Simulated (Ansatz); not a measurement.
Program: Ansatz. Geometries: PBE0-D4/def2-TZVP. ΔE: electronic, gas phase. CCSD(T)/CBS is the MP2 limit (def2-TZVPP, def2-QZVPP) plus CCSD(T) − MP2 in def2-TZVPP, frozen cores. This one scheme is used for every species, atoms too. DFT in def2-TZVPP. B3LYP here is the variant with VWN-RPA as its local correlation; programs differ in this. HSE06 is defined as in plane-wave codes. Open shells (•) are unrestricted, without spin–orbit coupling. Spin–orbit coupling would lower the free atoms: a little for C; clearly for Ga. For Ga outer-core shells are correlated without core-valence functions, so the limit isn't a true one: a few kJ/mol of doubt a bond, and 10 to 20 or more in all where bonds break to atoms. Scalar relativity is left out up to krypton. One conformer a species, not always the lowest.

`C[N](C)[Ga]([NH2])[NH2]` → 2 C• + Ga• + 10 H• + 3 N•  (atomization)

| level | ΔE (kcal/mol) |
| --- | --- |
| B97M-V | 1345.2 |
| B2PLYP | 1337.1 |
| BLYP | 1334.8 |
| B3LYP | 1340.2 |
| r2SCAN0 | 1322.2 |
| HSE06 | 1345.0 |
| CCSD(T)/def2-TZVPP | 1315.7 |
| MP2/CBS(def2) | 1370.0 |

What does CCSD(T)/CBS give? (Best estimate.)

Ansatz gave: +1354.3 kcal/mol. The listed levels differ from it by -9.1, -17.2, -19.5, -14.1, -32.1, -9.3, -38.6, 15.7 kcal/mol.

Largest T1 diagnostic among the species: 0.013.

From BLYP to BHLYP (50 % exact exchange), in def2-TZVPP and without D4, ΔE moves by −33.4 kcal/mol: exact exchange takes away binding that semilocal exchange gives to molecules. In def2-TZVPP, CCSD(T) changes the Hartree–Fock value by +383.0 kcal/mol (the triples alone add +20.4 kcal/mol) and MP2 by +398.7 kcal/mol; breaking electron pairs costs correlation energy, which Hartree–Fock lacks.

For atomizations the MP2-based limit and the directly extrapolated one differ by several kJ/mol either way, and by 10 to 25 for some Ge, Se and Sn compounds, so smaller differences from it don't rank the levels.
